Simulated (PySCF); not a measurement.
InF₂, SMILES [F][In+][F], charge +1. Geometry optimised at PBE-D3(BJ)/def2-TZVP. The spin state was assumed, not searched. The isomer is the one that the SMILES or the coordinates give; other isomers of the formula were not compared. The def2 effective core potentials stand for the cores of In; spin–orbit coupling is left out.

Calculation: PySCF 2.14.0 with PBE-D3(BJ)/def2-TZVP.

Harmonic wavenumbers (cm⁻¹): 140, 140, 615, 739. Rotational constants (GHz): 3.823 (linear); symmetry number 2.

Question: Work out the zero-point energy and the ideal-gas rigid-rotor harmonic-oscillator thermochemistry at 298.15 K and 1 atm.

Answer: ZPE = ½ Σ hcν = ½ × 1635 cm⁻¹ = 2.34 kcal/mol. H − E(el) = 5.40 kcal/mol. Entropy in cal/(mol K): translation 40.98, rotation 15.30, vibration 6.29, total 62.57. G − E(el) = -13.26 kcal/mol. Cp = 12.54 cal/(mol K). Modes under 150 cm⁻¹ make the vibrational entropy uncertain.
